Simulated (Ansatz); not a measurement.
Species: dihydroxysilane, sum formula H4SiO2, net charge 0, singlet state. SMILES: O[SiH2]O
Coordinates optimised at B3LYP-D3(BJ)/def2-TZVP (Ansatz, a first-principles code):
```
Si
O 1 1.6456
H 2 0.9596 1 119.42
O 1 1.6456 2 114.22 3 82.78
H 4 0.9596 1 119.42 2 -82.78
H 1 1.4685 2 105.68 3 -161.50
H 1 1.4846 6 113.37 4 119.29
```

Computed values are from Ansatz. Cores are frozen in the correlated levels unless marked. UHF or UKS for open shells. Spin-orbit coupling is left out. No relativistic terms. Basis-set limits of correlation are two-point, X^-3; Hartree-Fock from the larger set (for Q and 5 zeta extrapolated as (X+1)exp(-9√X)).

Task: What is the total energy at CCSD(T)/CBS(cc-pV(Q+d)Z,cc-pV(5+d)Z)?

Result: -441.9217 Eh.

Task: What is the T1 diagnostic at CCSD/cc-pV(5+d)Z?

Result: 0.011.

Task: What is the atomisation energy De at CCSD(T)/CBS(cc-pV(Q+d)Z,cc-pV(5+d)Z)?

Result: 2547.3 kJ/mol.

Task: What is the dipole moment at CCSD(T)/aug-cc-pV(D+d)Z?

Result: 2.54 D.
